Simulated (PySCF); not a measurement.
NMR data simulated for an unnamed compound:

1H NMR (500 MHz, computed): δ 6.71 (m, 1H), 4.99 (m, 1H), 3.03 (m, 1H), 2.97 (m, 1H), 2.53 (m, 1H), 2.41 (m, 1H).

13C{1H} NMR (computed): δ 161.9 (C), 146.3 (C), 126.4 (CH), 42.6 (CH2), 28.2 (CH2).

[PySCF: structure optimised with GFN2-xTB; NMR shieldings at PBE0/pcSseg-1/GIAO; isolated molecule; non-relativistic; single conformer]

Chemical shifts δ = σref − σ; TMS for 1H (31.72 ppm), 13C (186.93 ppm), all at this level.

Question: Which of these does the molecule contain: a (CH3)2CH unit, a Si–CH3 group, a non-aromatic C=C double bond, an amide, a Si–H bond?

Answer: 
- A (CH3)2CH unit: no.
- A Si–CH3 group: no.
- A non-aromatic C=C double bond: yes.
- An amide: no.
- A Si–H bond: yes (δH 4.99 (m)).

The data belong to `FC(F)[Si@H](Cl)C1=C(Cl)CC1`, C5H6Cl2F2Si; they needn't prove each group on their own.

Carbon signals by region: 1 in the far downfield region (above 160 ppm), 2 in the sp2 and nitrile region (100–160 ppm), 2 below 50 ppm. Above 160 ppm: 161.9, fully substituted alkene carbon.

Carbons that carry Cl, above all several Cl atoms, come out too deshielded, partly because spin–orbit coupling is missing. Splittings by 19F in the carbon and heteronuclear signals aren't shown, as no couplings were computed. Shifts are as computed. Against solution values, carbons near 30 ppm lie about +3 ppm off and those near 130 ppm about +5 ppm; carbons on Cl a further +6 ppm. Of 1211 compounds with measured shifts, 218 miss one by over three times the rms of a fit or turn the order of signals round; such compounds aren't used in these exercises. No couplings were computed; multiplicities are counted from neighbouring protons, with m where these are inequivalent, close in shift, in a saturated or five-membered ring or joined by F or P, and br s for small geminal =CH2 splittings.
